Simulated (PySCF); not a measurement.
Solvent effects on NMR parameters

Geometry (Å), atoms numbered from 1 in this order:
```xyz
17

N     4.983    0.442    0.279
C     3.860    0.157    0.358
C     2.490   -0.208    0.465
C     1.508    0.466   -0.167
C     0.079    0.176   -0.120
C    -0.468   -0.878    0.634
C    -1.838   -1.108    0.640
C    -2.693   -0.292   -0.104
C    -2.167    0.757   -0.856
C    -0.795    0.987   -0.862
H     2.277   -1.075    1.098
H     1.796    1.323   -0.785
H     0.184   -1.526    1.223
H    -2.245   -1.931    1.231
H    -3.770   -0.476   -0.096
H    -2.829    1.400   -1.440
H    -0.384    1.811   -1.451
```

GIAO PBE0/pcSseg-1 in PySCF 2.14.0 with density-fitted response routines on one PBE0-D3(BJ)/def2-SVP conformer, non-relativistic, equivalent nuclei averaged. Solvents enter as an IEF-PCM continuum (chloroform with ε = 4.7, water with ε = 78.4) around the gas-phase geometry. Shifts are referred to TMS computed in the same medium.

Gas phase, δ in ppm: C4 158.0, C5 138.0, C8 137.6, C7/C9 134.7, C6/C10 133.2, C2 123.3, C3 101.3, H13/H17 7.59, H14/H16 7.55, H15 7.54, H12 7.18, H11 5.95. Dipole moment 5.40 D.

Q: How does each δ change in the continuum?

A: 
| atoms | environment | Δδ, chloroform | Δδ, water |
| --- | --- | --- | --- |
| C4 | alkene CH | +4.6 | +6.4 |
| C5 | substituted aromatic carbon | +0.1 | +0.3 |
| C8 | aromatic CH | +2.4 | +3.3 |
| C7/C9 | aromatic CH | +1.2 | +1.7 |
| C6/C10 | aromatic CH | +2.0 | +2.8 |
| C2 | nitrile carbon | +4.4 | +6.2 |
| C3 | alkene CH | -1.8 | -2.2 |
| H13/H17 | hydrogen on an aromatic CH | +0.24 | +0.35 |
| H14/H16 | hydrogen on an aromatic CH | +0.19 | +0.26 |
| H15 | hydrogen on an aromatic CH | +0.22 | +0.31 |
| H12 | hydrogen on an alkene CH | +0.33 | +0.47 |
| H11 | hydrogen on an alkene CH | +0.24 | +0.36 |

Changes are relative to the gas phase. The dipole moment becomes 6.58 D in chloroform, 6.99 D in water.

Q: Which nuclei move most (in ppm), and what does the model miss?

A: C4 (alkene CH, +6.4 ppm) in water. A continuum only polarises the solute; specific hydrogen bonds, the anisotropy of aromatic solvents and changes of geometry or conformer are outside it.
